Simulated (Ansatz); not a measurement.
Consider the formal exchange of groups at a Zn–Si bond: `[AlH2][SiH2][ZnH]` + `B[SiH2]O` → `O[SiH2][BH][ZnH]` + `[AlH2][SiH3]`.

Program: Ansatz. Geometries: PBE0-D4/def2-TZVP. ΔE: electronic, gas phase. CCSD(T)/CBS is the MP2 limit (def2-TZVPP, def2-QZVPP) plus CCSD(T) − MP2 in def2-TZVPP, frozen cores. This one scheme is used for every species. Functionals use def2-TZVPP. B3LYP here is the variant with VWN-RPA as its local correlation; programs differ in this. For Zn outer-core shells are correlated without core-valence functions, which leaves a few kJ/mol of doubt a bond. Scalar relativity is left out up to krypton. One conformer a species, not always the lowest.

`[AlH2][SiH2][ZnH]`:

Cartesian coordinates in Å:
```
Al -0.503 1.728 -0.368
Si 0.310 -0.247 0.795
Zn 0.292 -2.179 -0.592
H 0.493 2.627 -1.222
H -2.053 2.082 -0.377
H -0.526 -0.536 2.001
H 1.711 -0.039 1.274
H 0.276 -3.436 -1.510
```

`B[SiH2]O`:

Z-matrix (Å, degrees):
```
Si
O 1 1.655
B 1 2.005 2 116.3
H 1 1.500 2 111.2 3 -120.2
H 1 1.486 2 105.1 3 123.8
H 2 0.958 1 117.3 3 44.7
H 3 1.197 1 119.0 2 169.2
H 3 1.197 1 124.0 2 -13.6
```

`O[SiH2][BH][ZnH]`:

```xyz
9

O    -1.654   -0.536    0.161
Si   -0.433   -0.398   -0.956
B     1.167    0.391   -0.068
Zn    1.144    0.902    1.943
H    -2.487   -0.904   -0.138
H    -0.109   -1.743   -1.531
H    -0.878    0.458   -2.101
H     2.133    0.549   -0.762
H     1.117    1.282    3.451
```

`[AlH2][SiH3]`:

```xyz
7

Al   -0.008   -0.452    1.333
Si   -0.010    0.320   -0.999
H    -0.936   -1.649    1.813
H     0.939    0.257    2.393
H    -0.384    1.763   -1.073
H     1.352    0.196   -1.595
H    -0.953   -0.434   -1.872
```

```
             level  ΔE (kJ/mol)  difference from CCSD(T)/CBS
            PBE-D4         45.4                          3.8
         r2SCAN-D4         45.6                          4.0
           PBE0-D4         46.2                          4.6
          B3LYP-D4         42.0                          0.4
           ωB97X-V         39.6                         -2.0
           ωB97M-V         40.4                         -1.2
            B2PLYP         42.2                          0.6
               PBE         46.0                          4.4
            r2SCAN         45.8                          4.2
              PBE0         46.7                          5.1
             B3LYP         43.0                          1.4
     HF/def2-TZVPP         42.3                          0.7
    MP2/def2-TZVPP         41.4                         -0.2
SCS-MP2/def2-TZVPP         39.2                         -2.4
   CCSD/def2-TZVPP         38.9                         -2.7
CCSD(T)/def2-TZVPP         39.5                         -2.1
     HF/def2-QZVPP         42.2                          0.6
    MP2/def2-QZVPP         42.5                          0.9
SCS-MP2/def2-QZVPP         40.2                         -1.4
      HF/CBS(def2)         42.2                          0.6
     MP2/CBS(def2)         43.5                          1.9
    CCSD/CBS(def2)         41.0                         -0.6
       CCSD(T)/CBS         41.6                            0
```

Largest T1 diagnostic among the species: 0.015.
